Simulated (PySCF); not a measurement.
# Two-dimensional NMR puzzle

Compound of formula C7H12AlN. Correlations simulated from computed shifts and the bond graph:

HSQC (one-bond C–H):
```csv
δH,δC
9.02,155.1
8.01,145.6
7.57,130.0
0.77,11.7
-0.15,3.2
```

COSY cross peaks (H two or three bonds apart, from the bond graph; peaks can be absent where the dihedral angle is near 90°):
```csv
δH,δH
9.02,7.57
8.01,7.57
4.47,-0.15
0.77,-0.15
```

HMBC (two and three bonds, from the bond graph):
```csv
δH,δC
9.02,"155.1, 145.6, 130.0"
8.01,"155.1, 130.0"
7.57,"155.1, 145.6, 130.0"
4.47,"155.1, 11.7, 3.2"
0.77,3.2
-0.15,11.7
```

Level of theory: structure optimised with PBE0-D3(BJ)/def2-SVP, shieldings: GIAO PBE0/pcSseg-1, in PySCF 2.14 (non-relativistic Hamiltonian, rapidly exchanging positions averaged, a single conformation, in vacuum).

Scale: TMS for ¹H (σref 31.27) and ¹³C (σref 184.41) (reference shieldings calculated alike).

Exchangeable hydrogens are left out of these lists.

**Question.** Work out the connectivity.

**Answer.** SMILES C[CH2][AlH2-][n+]1ccccc1.

Mapped SMILES: `[CH3:1][CH2:2][AlH2-:3][n+:4]1[cH:5][cH:6][cH:7][cH:8][cH:9]1` (H(Xn): hydrogen on atom n).

1. δC 155.1 is C5/C9, an aromatic CH next to a ring nitrogen (δH 9.02).
2. δC 145.6 is C7, an aromatic CH (δH 8.01).
3. δC 130.0 is C6/C8, an aromatic CH (δH 7.57).
4. δC 11.7 is C1, a methyl carbon (δH 0.77).
5. δC 3.2 is C2, an sp3 CH2 bonded to Al (δH -0.15).
6. COSY links 9.02–7.57, 8.01–7.57, 4.47–-0.15, 0.77–-0.15.

The shifts were computed for this structure.

Hydrides on Al or Ga are broadened by the quadrupolar metal nucleus. Shifts are as computed. Against solution values, carbons near 30 ppm lie about +2 ppm off and those near 130 ppm about +5 ppm. Of 1309 compounds with measured shifts, 239 miss one by over three times the rms of a fit or turn the order of signals round; such compounds aren't used in these exercises.
